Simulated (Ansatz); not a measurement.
`[O]=[Ta]([OH])([F])[F]`. Charge 0, multiplicity 1. Ta takes the def2 core potential.

| atom | x (Å) | y (Å) | z (Å) |
| --- | --- | --- | --- |
| O1 | -1.200 | 1.141 | -0.687 |
| Ta2 | -0.301 | -0.241 | -0.223 |
| O3 | 1.169 | 0.337 | 0.809 |
| F4 | -1.414 | -1.350 | 0.802 |
| F5 | 0.300 | -1.100 | -1.779 |
| H6 | 1.446 | 1.214 | 1.078 |

Problem. What are the harmonic wavenumbers in cm⁻¹ at PBE0-D4/def2-TZVP (Ansatz, finite differences of forces, unscaled)? (An estimate is asked.)

Solution. The calculation gave: 172, 186, 197, 250, 252, 425, 553, 680, 683, 741, 1026, 3925.

Problem. Is this a minimum?

Solution. Yes, all 12 modes are real.

Problem. Give the ideal-gas thermochemistry at 298.15 K and 1 bar (rigid rotor, harmonic oscillator; point group Cs, symmetry number 1).

Solution. Zero-point energy 54.4 kJ/mol; H(298) − E = 73.7 kJ/mol; entropy 343.1 J/(mol·K), of which translation 177.8, rotation 112.0, vibration 53.2; G(298) − E = -28.6 kJ/mol.

Problem. Rotational constants (cm⁻¹)?

Solution. 0.1104, 0.1074, 0.09403.
